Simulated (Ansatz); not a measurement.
Species: C₂, charge -2, multiplicity 1. 
Structure (B3LYP-D3(BJ)/def2-TZVP (Ansatz, an electronic-structure program) minimum search):
```xyz
2

C      0.0000     0.0000    -0.6347
C      0.0000     0.0000     0.6347
```
Charge -2, spin multiplicity 1.

Basis-set convergence of Hartree-Fock and CCSD(T) correlation energies (hartree) with Ansatz. Cores are frozen in the correlated levels unless marked. Spin-orbit coupling is left out. Non-relativistic. This anion needs diffuse functions, which these sets lack.

| basis | functions | E(HF) | E(corr, CCSD(T)) |
|---|---|---|---|
| cc-pVDZ | 28 | -75.29715 | -0.27014 |
| cc-pVTZ | 60 | -75.35386 | -0.33475 |
| cc-pVQZ | 110 | -75.37905 | -0.35816 |
| cc-pV5Z | 182 | … | … |

Q: Complete the blanks.

A: 
- cc-pV5Z, E(HF): -75.39540
- cc-pV5Z, E(corr, CCSD(T)): -0.36753
